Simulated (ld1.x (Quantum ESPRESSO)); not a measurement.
Transferability test, TM potential for silicon (Si)

silicon, norm-conserving Troullier–Martins (Kleinman–Bylander form), made with ld1.x (Quantum ESPRESSO) 7.5 (PW91, scalar-relativistic). Core [He], reference 2s2 2p6 3s1 3p0 (charge +3). Waves: 2s (bound): rc 0.65 bohr; 2p (bound): rc 0.50 bohr; 3d channel at 0.2 Ry: rc 0.60 bohr. Local part: the d channel. Core correction: Bessel-smoothed model core, default radius (core density twice the valence density).

Occupied shells without a wave of their own: 3s. They enter only through the test configuration that unscreens the potential, and ld1.x also counts them in the model core charge.

Energies are relative to the spin-unpolarised reference configuration 2s2 2p6 3s1 3p0; without spin polarisation the order of configurations can differ from experiment.

ld1.x takes every shell without a wave as core, so the model core holds the 3s electrons as well and exchange and correlation see them twice. This cancels in the reference configuration, but the file is broken for other ones, and its errors say nothing about a proper core correction.

```csv
valence configuration,charge,ΔE all-electron (eV),error AE − PS (meV)
2s2 2p6 3s2 3p2,0,-57.878,-1056
2s2 2p6 3s2 3p1,+1,-50.096,-584
2s2 2p6 3s2 3p0,+2,-34.042,-119
2s1 2p6 3s2 3p2,+1,95.238,-1111
2s2 2p6 3s1 3p2,+1,-42.659,-668
2s2 2p6 3s2 3p1.5,+0.5,-54.938,-829
2s2 2p6 3s0 3p4,0,-44.081,-1219
```

Levels in the configuration 2s2 2p6 3s2 3p2:

| level | all-electron (eV) | pseudo (eV) |
| --- | --- | --- |
| 2s | -139.562 | -139.700 |
| 2p | -95.724 | -95.869 |
| 3s | -10.857 | -10.486 |
| 3p | -4.117 | -3.694 |
